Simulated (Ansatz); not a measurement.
System: RuF₃, net charge 0, quartet state. The spin state was set by rule; other spins were not relaxed. 
Coordinates optimised at B3LYP-D3(BJ)/def2-TZVP (Ansatz, a quantum-chemistry and plane-wave program):
```xyz
4

Ru    -0.0015    -0.1539     0.0644
F     -1.7865    -0.5580    -0.2257
F      0.0148     1.5696    -0.6572
F      1.7787    -0.2594     0.5679
```
Charge 0, spin multiplicity 4.

Wanted: atomisation energy (electronic, to ground-state atoms), in kcal/mol. Correlated levels leave the core frozen unless marked. Open shells are spin-unrestricted. Spin-orbit coupling is left out. Frozen are the shells of the preceding noble gas and the d and f shells that filled before the atom's block. In def2 rows, elements after Kr have scalar-relativistic effective core potentials. STO-3G rows are all-electron and non-relativistic. The coupled-cluster limit lacks core correlation, which all-electron functionals hold. Basis-set limits of correlation are two-point, X^-3; Hartree-Fock from the larger set. [CCSD(T)-MP2]/basis is that difference in the basis named.

```
level                          program  atomisation energy (kcal/mol)
----------------------  --------------  -----------------------------
HF/def2-SVP                     Ansatz                          155.5
HF/def2-SVPD                    Ansatz                          163.9
PBE-D3(BJ)/def2-TZVPD   Ansatz + dftd3                          325.3
BLYP-D3(BJ)/def2-TZVPD  Ansatz + dftd3                          319.0
```

The program attaches cautions to a run behind PBE-D3(BJ)/def2-TZVPD: asymmetric forces.

Task: Predict the RI-MP2/CBS(def2-TZVPPD,def2-QZVPPD)+[CCSD(T)-MP2]/def2-SVPD result (Ansatz).

Result: 294.3 kcal/mol
